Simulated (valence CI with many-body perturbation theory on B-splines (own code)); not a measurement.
Which ion has this spectrum?

A relativistic CI+MBPT calculation for an atom or ion with 14 electrons gives these levels (cm⁻¹):

| J | Parity | E | g |
| --- | --- | --- | --- |
| 0 | even | 0 |  |
| 1 | even | 924771 | 1.49 |
| 2 | even | 982580 | 1.18 |
| 2 | odd | 1871312 | 1.58 |
| 2 | even | 1949310 | 1.30 |
| 1 | odd | 2048683 | 1.00 |
| 0 | even | 2074439 |  |
| 2 | odd | 2255651 | 0.76 |
| 1 | odd | 2502408 | 0.88 |
| 2 | odd | 2554968 | 1.37 |
| 3 | odd | 2576984 | 1.14 |
| 2 | odd | 2808547 | 1.42 |
| 3 | odd | 2885119 | 1.29 |
| 0 | odd | 2951889 |  |

The energies are calculated, and their last digits are not significant.

(1) Which is it?
A. Ce44+
B. Pr45+
C. Nd46+
D. La43+

Answers

(1) B. Pr45+, ground level (3s^2 3p1/2^2) J=0.
